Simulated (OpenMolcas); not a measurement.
**neutral germanium: CASPT2 settings compared**

```
Program             : OpenMolcas
Basis               : ANO-R1 [5s4p3d1f]
Scalar Hamiltonian  : X2C, finite nucleus
Active space        : 4 electrons in 4 orbitals (4s 4p)
State averaging     : 2S+1 = 3 even, 3 roots; 2S+1 = 1 even, 6 roots kept (CI in the orbitals of an earlier block); 2S+1 = 5 odd, 1 root (0 in the spin-orbit step)
Spin-orbit coupling : state interaction with AMFI integrals over the reference wave functions, term energies averaged over their components
```

Methods on the same reference wave functions:
A. CASSCF
B. SS-CASPT2, IPEA 0.1 Eh, real shift 0.3 Eh (closed shells correlated: none)
C. SS-CASPT2, IPEA 0.2 Eh, real shift 0.2 Eh (closed shells correlated: 3d)
D. SS-CASPT2, IPEA 0.75 Eh, real shift 0.25 Eh (closed shells correlated: 3d)

Energies in cm⁻¹ above 4s² 4p² ³P₀, the measured ground level; measured values from NIST Handbook of Basic Atomic Spectroscopic Data.

```json
{"Level": "4s² 4p² ³P₀", "A": "0.0", "B": "0.0", "C": "0.0", "D": "0.0", "Measured": "0.0"}
{"Level": "4s² 4p² ³P₁", "A": "468", "B": "467", "C": "465", "D": "467", "Measured": "557"}
{"Level": "4s² 4p² ³P₂", "A": "1218", "B": "1212", "C": "1209", "D": "1208", "Measured": "1410"}
{"Level": "4s² 4p² ¹D₂", "A": "9679", "B": "8640", "C": "8420", "D": "7900", "Measured": "7125"}
{"Level": "4s² 4p² ¹S₀", "A": "17411", "B": "17690", "C": "18190", "D": "17640", "Measured": "16367"}
```

Deviations, from unrounded energies. A percentage is the sum of absolute deviations over the sum of measured energies, with the sign that they share, or ± where signs differ.

| Against measurement | Levels | A | B | C | D |
| --- | --- | --- | --- | --- | --- |
| mean absolute deviation (cm-1) | 4 | 970 | 780 | 850 | 580 |
| fine structure of the ground term (%) | 2 | -14.3 | -14.7 | -14.9 | -14.9 |
| other terms of the ground configuration (%) | 2 | +15.3 | +12.1 | +13.3 | +8.7 |

D lies closest to measurement on these levels and A furthest from it. The largest miss of D in the table is 4s² 4p² ¹S₀, by +1300 cm-1. The ranking rests on the paired levels alone, and a cruder setting can come out closer through cancelling errors.

Among B to D the level of the table that moves most is 4s² 4p² ¹D₂, by 740 cm-1 (lowest in D, highest in B). Moves below CASPT2's spread within the term are not significant.

From A to B the spin-free energies of the other terms of 4s² 4p² shown, above ³P, scale by factors of 0.88 to 1.02.

The lowest spin-free term lies below A's lowest term by 0.037 hartree in B, 0.415 hartree in C, 0.405 hartree in D.

Term energies are means over components that CASPT2 splits; among the terms shown or strongly mixed into the levels shown the widest spread is 17 cm-1 (4s² 4p² ¹D, D). Some high roots are left out of the spin-orbit mixing, which shifts the levels that they would mix with. Terms from blocks run as CI alone lack orbitals of their own. Without dynamic correlation excited terms often stand tens of per cent too high (terms of higher spin than the ground term too low), and those without a measured partner can miss by more than the paired ones (holds for A). Some terms miss by over 15 % even with CASPT2, which points to a basis or an active space too small for the shells correlated (holds for B; C). Measured partners are found by configuration, term and J. A level has none where our copy of the source lacks it or the pairing is in doubt (some pairs that miss far off the trend of their configuration count as doubtful), and it then counts in no deviation. Levels of configurations outside the active space are missing.
